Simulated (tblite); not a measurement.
C5H13B2F2N.
Atom-mapped SMILES: `[CH2:1]=[C:2]([B@H-:3]([NH3+:4])[B:5]([CH3:6])[CH3:7])[CH:8]([F:9])[F:10]` (hydrogens: H11, H12 on C1; H13 on B3; H14, H15, H16 on N4; H17, H18, H19 on C6; H20, H21, H22 on C7; H23 on C8)
Bond orders are those of one Lewis drawing.

Computed with GFN2-xTB (tblite), gas phase: L-BFGS steps from a force-field or distance-geometry start until the largest atomic force falls under 0.01 eV/Å.

Step 35: E = -874.3045 eV
```
atom  x, y, z in Å  |  force x, y, z in eV/Å
C1     -2.3520   -1.2472    0.3590    0.053  -0.013  -0.021
C2     -1.5185   -0.2252    0.1940   -0.031   0.066   0.001
B3     -0.0897   -0.0525    0.9433   -0.016  -0.061  -0.044
N4      0.0117    1.5443    1.3275   -0.036   0.021  -0.051
B5      1.2005   -0.4634   -0.0919    0.001   0.032   0.012
C6      1.8867    0.5739   -1.0853   -0.007  -0.003  -0.016
C7      1.8769   -1.8977   -0.1096   -0.021   0.020  -0.008
C8     -1.9654    0.8157   -0.7981    0.000   0.019  -0.040
F9     -1.0598    1.0193   -1.7914    0.050   0.045  -0.016
F10    -2.1162    2.0644   -0.2216   -0.021  -0.053   0.013
H11    -2.1078   -2.0421    1.0398   -0.033  -0.016   0.014
H12    -3.2859   -1.3408   -0.1806    0.046  -0.045   0.020
H13    -0.1281   -0.6090    1.9952   -0.002  -0.049   0.032
H14    -0.9005    1.8815    1.6171    0.018   0.042   0.049
H15     0.6884    1.6925    2.0657    0.046  -0.020  -0.020
H16     0.3007    2.0318    0.4856    0.016   0.090  -0.038
H17     2.9371    0.7219   -0.8342    0.006   0.019   0.011
H18     1.8790    0.1657   -2.0942    0.021  -0.036  -0.025
H19     1.4280    1.5596   -1.1656    0.014   0.016   0.068
H20     2.9115   -1.8082    0.2258   -0.027  -0.028   0.041
H21     1.3883   -2.6292    0.5283    0.002  -0.011  -0.001
H22     1.9366   -2.3187   -1.1122   -0.041   0.002  -0.018
H23    -2.9261    0.5904   -1.2868   -0.036  -0.040   0.035
```

Step 36: E = -874.3064 eV
```
atom  x, y, z in Å  |  force x, y, z in eV/Å
C1     -2.3480   -1.2495    0.3581    0.052  -0.004  -0.032
C2     -1.5180   -0.2242    0.1962   -0.020   0.030   0.033
B3     -0.0913   -0.0517    0.9489    0.020  -0.083  -0.041
N4      0.0113    1.5482    1.3216    0.032   0.029  -0.026
B5      1.2002   -0.4680   -0.0899   -0.058   0.069   0.062
C6      1.8840    0.5735   -1.0802   -0.004  -0.010  -0.008
C7      1.8743   -1.9019   -0.1125   -0.029   0.023  -0.008
C8     -1.9632    0.8165   -0.7955    0.003   0.006  -0.041
F9     -1.0519    1.0203   -1.7838    0.038   0.068  -0.017
F10    -2.1188    2.0634   -0.2170   -0.020  -0.044  -0.004
H11    -2.1036   -2.0461    1.0366   -0.026  -0.014   0.023
H12    -3.2796   -1.3442   -0.1837    0.021  -0.049   0.009
H13    -0.1325   -0.6077    2.0043    0.006   0.000  -0.022
H14    -0.8972    1.8879    1.6184    0.001   0.039   0.052
H15     0.6969    1.7065    2.0513    0.011  -0.040  -0.054
H16     0.2910    2.0303    0.4723    0.006   0.067  -0.013
H17     2.9340    0.7217   -0.8284    0.009   0.025   0.012
H18     1.8769    0.1702   -2.0908    0.019  -0.036  -0.034
H19     1.4227    1.5584   -1.1542    0.025   0.019   0.057
H20     2.9078   -1.8128    0.2234    0.001  -0.030   0.055
H21     1.3859   -2.6369    0.5208   -0.007  -0.015   0.012
H22     1.9354   -2.3176   -1.1161   -0.041  -0.011  -0.048
H23    -2.9207    0.5906   -1.2898   -0.041  -0.041   0.036
```

**Question.** Estimate the geometry and energy of step 37. (The exact step hangs on the optimiser's Hessian estimate; all steps are aligned on step 36, rigid shifts and turns removed.)

**Answer.** E = -874.3085 eV, largest force 0.163 eV/Å
```
atom  x, y, z in Å  |  force x, y, z in eV/Å
C1     -2.3418   -1.2500    0.3581    0.024  -0.015  -0.034
C2     -1.5188   -0.2199    0.1961    0.018  -0.012   0.049
B3     -0.0934   -0.0514    0.9497    0.049  -0.071  -0.029
N4      0.0137    1.5503    1.3192   -0.050   0.002  -0.012
B5      1.1985   -0.4696   -0.0915   -0.100   0.085   0.096
C6      1.8833    0.5732   -1.0788    0.002  -0.011   0.003
C7      1.8697   -1.9032   -0.1135   -0.021   0.023   0.003
C8     -1.9649    0.8174   -0.7974    0.008  -0.011  -0.029
F9     -1.0488    1.0224   -1.7815    0.015   0.084  -0.013
F10    -2.1274    2.0617   -0.2173   -0.010  -0.018  -0.013
H11    -2.0949   -2.0458    1.0360   -0.014  -0.015   0.036
H12    -3.2722   -1.3498   -0.1824   -0.017  -0.052  -0.018
H13    -0.1372   -0.6115    2.0059    0.016   0.049  -0.067
H14    -0.8917    1.8934    1.6248    0.023   0.020   0.035
H15     0.7051    1.7083    2.0409    0.062  -0.034   0.010
H16     0.2875    2.0325    0.4692    0.008   0.074  -0.058
H17     2.9327    0.7198   -0.8234    0.011   0.027   0.008
H18     1.8787    0.1745   -2.0914    0.013  -0.026  -0.026
H19     1.4216    1.5582   -1.1453    0.032   0.021   0.031
H20     2.9020   -1.8135    0.2241    0.023  -0.032   0.059
H21     1.3815   -2.6382    0.5185   -0.024  -0.027   0.031
H22     1.9321   -2.3190   -1.1157   -0.034  -0.024  -0.089
H23    -2.9200    0.5871   -1.2942   -0.035  -0.037   0.027
```

The energy changes by -0.0021 eV. The first-order estimate −F·Δx gives -0.0031 eV and the mean of the old and new forces, exact on a quadratic surface, -0.0021 eV. The step makes an angle of 70° with the force vector and moves no atom by more than 0.013 Å.

What follows is the cost of the whole relaxation. On Arm Neoverse V2, one thread, no GPU (shared host), this took 1.3 s.
